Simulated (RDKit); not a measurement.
RDKit input (UFF):

```python
from rdkit import Chem
from rdkit.Chem import AllChem, rdDetermineBonds

mol = Chem.MolFromXYZFile('mol.xyz')
rdDetermineBonds.DetermineBonds(mol, charge=-1)
print('SMILES', Chem.MolToSmiles(Chem.RemoveHs(mol)))
ff = AllChem.UFFGetMoleculeForceField(mol)
e0 = ff.CalcEnergy()
flag = ff.Minimize(maxIts=5000, forceTol=1e-5)
print(f'energy {e0:.4f} -> {ff.CalcEnergy():.4f} kcal/mol, converged: {flag == 0}')
print(Chem.MolToXYZBlock(mol))
```
mol.xyz:
```
11

N     -2.00721200    -0.69087200    -0.30421500
Si    -1.01650900     0.64555800     0.26177100
N      0.59243300     0.32466100     0.66963300
Si     1.75556400    -0.42753300    -0.54790800
H     -1.67982700    -1.01937400    -1.20736600
H     -1.98158800    -1.49111400     0.31867800
H     -1.71431300     1.17835000     1.47719200
H     -1.17701600     1.64239400    -0.83408900
H      0.87162100     0.45412700     1.63166300
H      3.01809700     0.39548200    -0.21633800
H      2.21970900    -1.64874600     0.27825200
```

Output:

```
[02:50:09] UFFTYPER: Unrecognized charge state for atom: 3
SMILES N[SiH2]N[SiH2-]
energy 27.3577 -> -0.7518 kcal/mol, converged: True
11

N     -1.697706   -0.975832    0.288438
Si    -1.087069    0.698914    0.113928
N      0.626050    0.796155    0.634529
Si     1.630805   -0.004234   -0.613346
H     -1.180039   -1.566989   -0.399019
H     -1.421557   -1.303214    1.240942
H     -1.892235    1.588207    0.963688
H     -1.222731    1.136555   -1.284375
H      0.716743    0.234485    1.510352
H      3.051995    0.207913   -0.302489
H      1.356704   -1.449027   -0.625375
```

The dipole moment of an ion depends on the origin.

The geometry given is a B3LYP-D3(BJ)/def2-TZVP minimum.
